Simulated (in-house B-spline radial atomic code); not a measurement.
Binding energies in Sn15+

NIST's tabulated ground configuration is [Ar] 3d10 4s2 4p5; each binding energy is the energy of the ion with one electron taken from that subshell, relaxed, less that of the parent. All numbers are computed (Dirac-Hartree-Fock, average of configuration; Fermi nucleus of rms radius 4.6519 fm) with a B-spline radial code for spherical atoms, not measured. Energies include first-order Breit, QED and recoil terms.

```
subshell  X-ray name  binding energy (eV)  -ε (eV)  relaxation (eV)
      1s           K              29587.3  29736.3             52.8
      2s          L1               4858.5   4891.5             23.1
      3s          M1               1257.9   1265.1              5.4
   3d3/2          M4                864.5    871.8              6.8
   3d5/2          M5                855.9    862.7              6.6
      4s          N1                466.6    467.6              0.6
      4p        N2,3                  411    411.8              0.6
```

Relaxation = -ε minus the binding energy without Breit, QED and recoil terms.

**Question.** What does it cost to remove both a 3s and a 3d5/2 electron?

**Answer.** 2174.6 eV, which is 60.77 eV more than the two single binding energies together.

**Question.** What does it cost to remove two 4s electrons?

**Answer.** 964.87 eV, which is 31.58 eV more than the two single binding energies together.

**Question.** What does it cost to remove both a 3s and a 4p electron?

**Answer.** 1704.9 eV, which is 35.97 eV more than the two single binding energies together.
